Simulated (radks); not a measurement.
The numbers below are computed, except where a source is named.
Spherical quantum dot in the effective-mass picture: electrons in a hard-walled sphere of radius 2.48, with a point charge +2 (a donor) at the centre, all in effective atomic units (hartree* = m*/eps^2 hartree, bohr* = eps/m* bohr), one dielectric constant everywhere. Level of theory: non-relativistic Kohn-Sham, exchange-only LDA, spin-polarised, spherical densities (a radial shooting solver with Libxc functionals). Levels are named by radial order and angular momentum (1s, 1p, 1d, 2s, ...), and open shells are averaged over m. Results are scaled to m* = 0.046 and eps = 7.1, for which hartree* = 24.83 meV and bohr* = 8.168 nm.

N = 25, configuration 1s2 1p6 1d10 2s2 1f(up 5, down 0). This is the lowest configuration that the search found. Occupied and some empty levels:

| level | occupation | eigenvalue (meV) | <r> (nm) |
|---|---|---|---|
| 1s up | 1 | 317.01 | 11.58 |
| 1s down | 1 | 319.05 | 11.33 |
| 1p up | 3 | 332.40 | 13.58 |
| 1p down | 3 | 335.07 | 13.53 |
| 1d up | 5 | 352.52 | 14.26 |
| 1d down | 5 | 355.39 | 14.24 |
| 2s up | 1 | 358.74 | 8.272 |
| 2s down | 1 | 359.83 | 8.449 |
| 1f up | 5 | 378.90 | 14.75 |
| 1f down | 0 | 381.87 | 14.74 |
| 1g up | 0 | 411.18 | 15.13 |
| 1g down | 0 | 414.21 | 15.13 |
| 2p up | 0 | 416.15 | 10.25 |
| 2p down | 0 | 417.49 | 10.25 |
| 2d up | 0 | 462.89 | 11.42 |
| 2d down | 0 | 464.56 | 11.40 |

Energy (meV): total 4687.71, kinetic 1734.4, external -899.66, Hartree 4228.6, exchange-correlation -375.70.
